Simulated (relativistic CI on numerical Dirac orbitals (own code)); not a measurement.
A reference radial Dirac CI calculation of Se²⁵⁺ gave the lowest total energy -1961.56343 Ha in 43 SCF steps, from this input:

```
atom Se  Z=34  charge=25  electrons=9
nucleus A=80  rms_radius_fm=4.1400
hamiltonian dirac-coulomb  breit=on  qed=on  c_scale=1
orbitals kli  potential=per-configuration
slater_scale 1
correlation none
mixing on
grid step=0.0125 r_max=4.4
scf mixing=0.4 start=green max_iterations=150 tolerance=2e-08 node_fill=0.05
configurations
  [He] 2s2 2p5
  [He] 2s 2p6
  [He] 2p6 3s
  [He] 2p6 3p
  [He] 2p6 3d
end
```

One setting was then changed (and the iteration limit cut to 72), and the output read:

```
SCF 1: [He] 2s2 2p5
 iter      energy (Ha)   residual   last orbital (Ha)
    1     -1872.124762   2.72e+00   -128.67366
    2     -1878.630040   1.59e+00   -115.63719
    3     -1881.976512   5.90e-02    -98.48563
    4     -1881.984819   1.14e-02    -98.77624
    5     -1881.985166   9.01e-05    -98.69450
    6     -1881.985166   8.47e-05    -98.69575
    7     -1881.985166   1.02e-06    -98.69536
    8     -1881.985166   2.86e-07    -98.69535
    9     -1881.985166   1.45e-09    -98.69535
SCF 2: [He] 2s 2p6
 iter      energy (Ha)   residual   last orbital (Ha)
    1     -1867.930235   2.73e+00   -128.67366
    2     -1875.048018   1.66e+00   -115.59444
    3     -1878.690607   1.43e-01    -99.42196
    4     -1878.699152   2.90e-02    -97.89159
    5     -1878.701862   1.51e-03    -97.94174
    6     -1878.701860   6.03e-04    -97.93188
    7     -1878.701857   7.51e-06    -97.92693
    8     -1878.701857   1.53e-06    -97.92695
    9     -1878.701857   1.77e-07    -97.92694
   10     -1878.701857   9.30e-09    -97.92694
SCF 3: [He] 2p6 3s
 iter      energy (Ha)   residual   last orbital (Ha)
    1     -1809.212039   2.77e+00    -50.72847
    2     -1815.464389   1.61e+00    -46.79009
    3     -1818.628868   5.01e-02    -41.83455
    4     -1818.637865   2.15e-02    -41.77852
    5     -1818.637601   1.64e-04    -41.72069
    6     -1818.637607   6.96e-06    -41.72078
    7     -1818.637607   2.36e-06    -41.72074
    8     -1818.637607   1.78e-08    -41.72073
SCF 4: [He] 2p6 3p
 iter      energy (Ha)   residual   last orbital (Ha)
    1     -1807.990763   2.75e+00    -51.11579
    2     -1814.473197   1.60e+00    -46.52977
    3     -1817.801556   4.92e-02    -40.85304
    4     -1817.805985   2.19e-02    -40.82126
    5     -1817.806901   1.94e-04    -40.75366
    6     -1817.806900   8.42e-06    -40.75390
    7     -1817.806900   2.37e-06    -40.75387
    8     -1817.806900   1.26e-08    -40.75387
SCF 5: [He] 2p6 3d
 iter      energy (Ha)   residual   last orbital (Ha)
    1     -1805.195315   2.76e+00    -50.18176
    2     -1812.036920   1.61e+00    -44.97988
    3     -1815.504296   5.07e-02    -38.71769
    4     -1815.512295   2.38e-02    -38.64937
    5     -1815.512893   3.81e-04    -38.57305
    6     -1815.512896   4.74e-05    -38.57390
    7     -1815.512897   3.26e-06    -38.57398
    8     -1815.512897   2.34e-08    -38.57397
    9     -1815.512897   4.90e-09    -38.57397
orbital energies (Ha): 1s -475.1903  2s -101.5258  2p1/2 -100.3007  2p3/2 -98.6953
configuration averages (Ha): Dirac-Coulomb, Breit, QED
  2s2 2p5                      -1881.985166    0.841233    0.428956
  2s 2p6                       -1878.701857    0.869184    0.407966
  2p6 3s                       -1818.637607    0.834658    0.391474
  2p6 3p                       -1817.806900    0.839867    0.386115
  2p6 3d                       -1815.512897    0.829779    0.385711
levels: no., configuration, term, J, E (cm-1), weight
   1 2s2 2p5                2P*  3/2              0.0  1.00
   2 2s2 2p5                2P*  1/2         336248.6  1.00
   3 2s 2p6                 2S   1/2         834145.3  1.00
   4 2p6 3s                 2S   1/2       14005565.6  1.00
   5 2p6 3p                 2P*  1/2       14130694.6  1.00
   6 2p6 3p                 2P*  3/2       14216332.7  1.00
   7 2p6 3d                 2D   3/2       14677875.8  1.00
   8 2p6 3d                 2D   5/2       14696341.8  1.00
lowest total energy -1881.225671 Ha
end: converged
```

(1) Which setting was changed?
A. configuration list
B. charge
C. SCF mixing
D. nuclear radius

## Answers

(1) D. The nuclear radius 414.0 fm. This setting is bad on purpose; its numbers may not be properties of the ion.
